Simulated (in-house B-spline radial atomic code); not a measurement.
Radial electron density of Pd III (Pd2+), [Kr] 4d8. Computed with an all-electron radial atomic-structure program (B-spline basis): non-relativistic Hartree-Fock, average of configuration, point nucleus, inside a hard spherical wall at 4.38 bohr.

Columns: r (bohr), 4πr²n(r) (electrons per bohr), bar.

```
 0.00141    1.496 #
 0.00172    2.164 #
 0.00209    3.088 ##
 0.00254    4.376 ###
 0.00309    6.157 ####
 0.00376    8.573 #####
 0.00457    11.76 #######
 0.00557    15.93 ##########
 0.00677    21.09 #############
 0.00824    27.31 ################
    0.01    34.26 #####################
  0.0122    41.76 #########################
  0.0148    48.63 #############################
  0.0181    54.25 #################################
   0.022    57.13 ##################################
  0.0267    56.95 ##################################
  0.0325    54.17 #################################
  0.0396    50.71 ###############################
  0.0481     49.6 ##############################
  0.0586    53.25 ################################
  0.0713     61.4 #####################################
  0.0867    69.95 ##########################################
   0.105    72.92 ############################################
   0.128     67.1 ########################################
   0.156    56.14 ##################################
    0.19    49.26 ##############################
   0.231    51.68 ###############################
   0.281    57.74 ###################################
   0.342    55.93 ##################################
   0.416    42.29 ##########################
   0.506    25.36 ###############
   0.616    16.02 ##########
    0.75    15.69 #########
   0.912    17.24 ##########
    1.11    15.31 #########
    1.35    10.52 ######
    1.64    5.804 ####
       2    2.605 ##
    2.43   0.9797 #
    2.96   0.2799 
     3.6  0.04817 
    4.34 9.601e-05
```

On this grid the curve has 4 maxima, near 0.022, 0.105, 0.281, 0.912 bohr.

The 4p radial function P(r) = rR(r), positive near the nucleus:

```csv
r (bohr),P
0.00172,0.001221
0.00254,0.002614
0.00376,0.005569
0.00557,0.01172
0.00824,0.02412
0.0122,0.04823
0.0181,0.09252
0.0267,0.1644
0.0396,0.2653
0.0586,0.3603
0.0867,0.3576
0.128,0.1346
0.19,-0.3046
0.281,-0.5869
0.416,-0.2211
0.616,0.6497
0.912,1.118
1.35,0.7866
2,0.2728
2.96,0.04218
```
